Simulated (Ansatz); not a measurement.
Geometry optimisation, RKS BHLYP/cc-pVDZ (Ansatz).

input.yaml

```yaml
crystal:
  periodic: [false, false, false]
  atoms:
    - { symbol: B, position_ang: [0.0, 0.0, 0.0] }
    - { symbol: F, position_ang: [0.0, 0.0, 1.32] }
    - { symbol: Cl, position_ang: [1.6108, 0.0, -0.93] }
    - { symbol: Cl, position_ang: [-1.6108, 0.0, -0.93] }
basis:
  gaussian: { orbitals: cc-pVDZ }
hamiltonian:
  xc: { name: BHLYP }
relax:
  f_tol: 0.02
  max_steps: 40
```

Run as:

```bash
$ ansatz run input.yaml --threads 1 --pin off --max-ram 2048MiB --backend cpu --events-out ev --progress --plain --runs-dir out
```

Question: Where does it end, and by what steps?

Answer: It converged. After 5 steps the energy has fallen by 0.323 eV; Cl3 moved furthest, 0.10 Å.

| step | energy less start (eV) | largest force component (eV/Å) | accepted |
| --- | --- | --- | --- |
| 0 | 0.0000 | 2.155 | yes |
| 1 | -0.2684 | 1.135 | yes |
| 2 | -0.3211 | 0.302 | yes |
| 3 | -0.3230 | 0.137 | yes |
| 4 | -0.3232 | 0.048 | yes |
| 5 | -0.3232 | 0.000 | yes |

```xyz
4
Properties=species:S:1:pos:R:3
B 0.000 0.000 -0.040
F 0.000 0.000 1.273
Cl 1.525 0.000 -0.887
Cl -1.525 0.000 -0.887
```

Whether the end is a true minimum wasn't checked by a vibrational analysis.

Time of the run: 8.6 s on 1 thread of Intel(R) Xeon(R) 6975P-C (Granite Rapids), with other jobs on the host, peak memory 0.14 GiB.
